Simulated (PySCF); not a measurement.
These are PBE0-D3(BJ)/def2-TZVP (PySCF) values and carry that method's errors. All species are isolated molecules in the gas phase. Delta-SCF ions had no search for a lower state. Excitations are Tamm–Dancoff values on a coarser integration grid. The basis has no diffuse functions, so Rydberg states are missing or too high.

Reference species (SMILES): `C=[SiH]I` (neutral, multiplicity 1).

```json
{
 "vertical ionisation energy (Delta-SCF)": "8.42 eV",
 "T1 excitation (TDA)": "2.66 eV",
 "LUMO": "-1.33 eV",
 "HOMO": "-6.60 eV"
}
```

Changed species: `C=[SiH][GeH3]` (X = germyl; the reference has X = iodo).

What does the change do to the vertical ionisation energy (Delta-SCF), T1 excitation (TDA), LUMO and HOMO?

the vertical ionisation energy (Delta-SCF) increases by 0.03 eV, to 8.45 eV; the T1 excitation (TDA) falls by 0.22 eV, to 2.44 eV; the LUMO decreases by 0.11 eV, to -1.44 eV; the HOMO is nearly the same.
